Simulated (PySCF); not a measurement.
Hg⁵⁷⁺ (mercury, charge +57) across methods

[Ar] 3d5, high-spin 6S determinant. Calculation: PySCF 2.14, in an even-tempered Gaussian basis (17 s from 15 bohr⁻², ratio 2.5; 13 p from 19 bohr⁻², ratio 2.5; 7 d from 19 bohr⁻², ratio 2.5; 4 f from 73 bohr⁻², ratio 2.7; 3 g from 110 bohr⁻², ratio 2.7); the spin-free X2C one-electron Hamiltonian (Gaussian nucleus).

| method | E (hartree) | mean ε 3p α (eV) | mean ε 3p β (eV) | mean ε 3d α (eV) | Σ⟨r²⟩ (bohr²) | ⟨S²⟩ |
| --- | --- | --- | --- | --- | --- | --- |
| B3LYP | -16561.61 | -6347.0 | -6307.9 | -5788.8 | 0.4516 | 8.750 |
| r2SCAN | -16561.79 | -6340.8 | -6300.4 | -5779.8 | 0.4515 | 8.750 |
| PBE | -16561.53 | -6325.6 | -6294.4 | -5771.8 | 0.4517 | 8.750 |
| M06-2X | -16563.08 | -6374.6 | -6328.7 | -5814.9 | 0.4514 | 8.750 |
| PBE0 | -16561.33 | -6352.5 | -6311.2 | -5792.9 | 0.4516 | 8.750 |
| LDA | -16548.99 | -6323.0 | -6292.3 | -5770.8 | 0.4519 | 8.750 |

Question: Estimate the same row for UHF.

Answer: E (hartree) = -16559.54817; mean ε 3p α (eV) = -6431.3; mean ε 3p β (eV) = -6358.8; mean ε 3d α (eV) = -5854.3; Σ⟨r²⟩ (bohr²) = 0.4514; ⟨S²⟩ = 8.750.

Spin-orbit coupling, which splits the p, d and f shells strongly at this Z, is absent. Spin-orbit coupling is strong in this species (close to jj coupling), so the high-spin LS determinant is a model state, not a physical level.
